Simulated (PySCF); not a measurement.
Indirect couplings

Bonds (- single, = double, # triple, : aromatic): C1-C2, C2-O3, O3-Ga4, Ga4-N5, N5-C6. C1 carries H7, H8, H9; C2 carries H10, H11; Ga4 carries H12; N5 carries H13; C6 carries H14, H15, H16.

Indirect spin–spin couplings were computed at B3LYP/pcJ-1 (pcSseg-1 on Ga) (spin–dipole term only in couplings to heteroatoms) (PySCF) on a PBE0-D3(BJ)/def2-SVP structure, for the isolated molecule, without vibrational or relativistic corrections. Couplings are averaged over pairs made equivalent by symmetry, fast rotation or ring inversion, so a value needn't be that of the named pair in this geometry, while other rotamers aren't included; one pair stands for each set, and the list holds those of at least 0.8 Hz over up to four bonds, among pairs with at least one C or N or H atom (others weren't computed).

Isotopes: 13C, 1H, 15N, 17O. Couplings to quadrupolar nuclei such as 17O and 33S are rarely resolved in practice.

```
    pair  bonds  J (Hz)
  C1, C2      1       ?
  C1, H7      1   131.2
  C2, O3      1    20.3
 C2, H10      1   145.5
  N5, C6      1   -10.5
 N5, H13      1   -82.3
 C6, H14      1       ?
  C1, O3      2       ?
 C1, H10      2    -1.0
  C2, H7      2    -3.2
  O3, N5      2       ?
 O3, H10      2    -8.9
 O3, H12      2    -4.6
 N5, H12      2       ?
  H7, H8      2   -13.6
H10, H11      2   -13.0
H14, H15      2       ?
  C2, N5      3    -1.1
 C2, H12      3    -1.2
  O3, C6      3    -1.7
  O3, H7      3    -2.5
 O3, H13      3     0.9
 H7, H10      3       ?
H12, H13      3     4.3
H13, H14      3       ?
```

Estimate the withheld couplings, with signs.

## Answers


- 1J(C1,C2) = 37.1 Hz (bond length 1.516 Å)
- 1J(C6,H14) = 138.5 Hz (bond length 1.107 Å, sp3 carbon)
- 2J(C1,O3) = 1.0 Hz (angle at C2 115°)
- 2J(O3,N5) = 5.9 Hz (angle at Ga4 110°)
- 2J(N5,H12) = -22.6 Hz (angle at Ga4 123°)
- 2J(H14,H15) = -12.9 Hz (mean over equivalent pairs that range from -14.4 to -10.0 Hz in this conformer)
- 3J(H7,H10) = 7.9 Hz (mean over equivalent pairs that range from 2.3 to 15.8 Hz in this conformer)
- 3J(H13,H14) = 8.4 Hz (mean over equivalent pairs that range from 3.0 to 19.2 Hz in this conformer)

Relativistic effects of the heavier atoms present are left out.
